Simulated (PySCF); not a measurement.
# Gas-phase XPS of (BeSe)3 ring, computed

(BeSe)3 ring, Be3Se3.
Geometry (PBE0-D3(BJ)/def2-SVP, Å), atoms numbered from 1 in this order:
```
atom  x, y, z in Å
Be1    1.1545    0.4583    0.7551
Se2    0.7967   -1.2595    1.7840
Be3   -0.6539   -1.2479    0.3585
Se4   -1.8463   -0.7328   -1.2065
Be5   -0.5002    0.7895   -1.1145
Se6    1.0493    1.9924   -0.5767
```

Computed, not measured: delta-SCF UKS SCAN, pcX-2 on the ionised atom, pcseg-1 elsewhere, spin-free X2C in PySCF. Each binding energy is the total energy of the core-ionised species, with the hole localised on one atom, minus that of the ground state; both are solved self-consistently, so orbital relaxation is included.

Q: What binding energy does each computed site have?

A: 
```tsv
atom(s)	environment	level	binding energy (eV)	count
Be1/Be3/Be5	beryllium bonded to 2 Se	Be 1s	121.03	3
```

Q: Which photon energy gives electrons from Be 1s of Be1/Be3/Be5 a kinetic energy of 200 eV, and what is their de Broglie wavelength?

A: hν = 121.03 + 200 = 321.03 eV, recoil neglected; λ = 12.264 Å/√(E/eV) = 0.87 Å.

The first atom of each set that the bonding makes equivalent was ionised and stands for the set. No level of selenium is listed. One conformer (not necessarily the lowest) at the PBE0-D3(BJ)/def2-SVP geometry, without solvent, vibrations or thermal averaging.

The run took 4.1 s wall on an Arm Neoverse V2 with one thread, no GPU (shared host).
